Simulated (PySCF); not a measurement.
FeO4, SMILES [O]=[Fe]1(=[O])[O][O]1, multiplicity 1. Heavy atoms are numbered as in [Fe:1]1(=[O:4])(=[O:5])[O:2][O:3]1.

Geometry: TPSSh-D3(BJ)/def2-SVP. The multiplicity is an assumed one; other spin states were not compared.

The numbers are results of PySCF with PBE/pcSseg-1, not measurements.

GIAO shieldings, no solvent; atoms alike by connectivity are averaged. δ = σ(ref) − σ: ¹⁷O against H2O (σ = 334.3 ppm), references at their B3LYP-D3(BJ)/def2-TZVP geometries, non-relativistic.

```json
[
 {"nucleus": "¹⁷O", "atoms": "O4", "count": "2", "δ (ppm)": "1096.5"},
 {"nucleus": "¹⁷O", "atoms": "O2", "count": "2", "δ (ppm)": "890.3"}
]
```
